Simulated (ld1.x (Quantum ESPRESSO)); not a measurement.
sulfur (S): variants of one TM potential

Base potential:

S (Z = 16), norm-conserving Troullier–Martins (Kleinman–Bylander form), made with ld1.x (Quantum ESPRESSO) 7.5 (LDA (PZ), non-relativistic). Core [Ne], reference 3s2 3p4. Waves: 3p (bound): rc 1.80 bohr; 3d channel at 0.05 Ry: rc 1.80 bohr; 3s (bound): rc 1.00 bohr. Local part: the s channel. Core correction: Bessel-smoothed model core inside 0.70 bohr.

Cutoffs, loose and tight: the cutoffs (Ry, on a coarse ladder) from which the occupation-weighted sum of valence levels, in a spherical-Bessel basis at the reference potential, stays within 10 and 1 mRy of its value at 400 Ry. They do not see the model core or the augmentation charge, which bear on the density cutoff. Test errors are all-electron minus pseudo excitation energies from the reference, over the configurations 3s2 3p3; 3s2 3p2; 3s2 3p1; 3s0 3p6; 3s1 3p4; 3s2 3p4.3; 3s2 3p3.5 (two spin-polarised tests are not counted in the largest error). A dash means not determined; rows that change the core or the reference have their own tests.

```tsv
change	outcome	cutoff, loose	cutoff, tight	bound ghosts	largest test error (meV)
base	generated	90 Ry	230 Ry	none	+125
all radii but the core radius scaled by about 0.84 (s 0.84, p 1.52, d 1.52 bohr)	generated	300 Ry	over 300 Ry	none	+190
all radii but the core radius scaled by about 0.96 (s 0.96, p 1.72, d 1.72 bohr)	generated	100 Ry	over 300 Ry	none	+141
all radii but the core radius scaled by about 1.09 (s 1.10, p 1.96, d 1.96 bohr)	generated	60 Ry	140 Ry	none	+94
all radii but the core radius scaled by about 1.20 (s 1.20, p 2.16, d 2.16 bohr)	generated	50 Ry	110 Ry	none	+71
all radii but the core radius scaled by about 1.24 (s 1.24, p 2.24, d 2.24 bohr)	generated	40 Ry	70 Ry	none	+64
all radii but the core radius scaled by about 1.36 (s 1.36, p 2.44, d 2.44 bohr)	generated	40 Ry	60 Ry	none	+53
```

Q: What comes out with this change to the base: all radii but the core radius scaled by about 0.74 (s 0.74, p 1.34, d 1.34 bohr)?

A: outcome: failed: run_pseudo: Errors in PS-KS equation. Cause: the pseudo-atom solver did not find the valence states with the expected number of nodes, which is the usual sign of a ghost state.

Reading the sweep of the scale of all radii but the core radius (base = 1) (base included, trends over the rows without a ghost): The loose cutoff falls from 300 Ry at 0.84 to 40 Ry at 1.36. A larger radius leaves more room for a smooth pseudo-wave, so fewer plane waves are needed; a smaller one forces it to follow the all-electron wave where it bends sharply. The median size of the test errors (rows with all tests solved) is not monotonic: lowest 5.0 meV at 1.09, highest 12.7 meV at 1.36. The generation fails at 0.74.
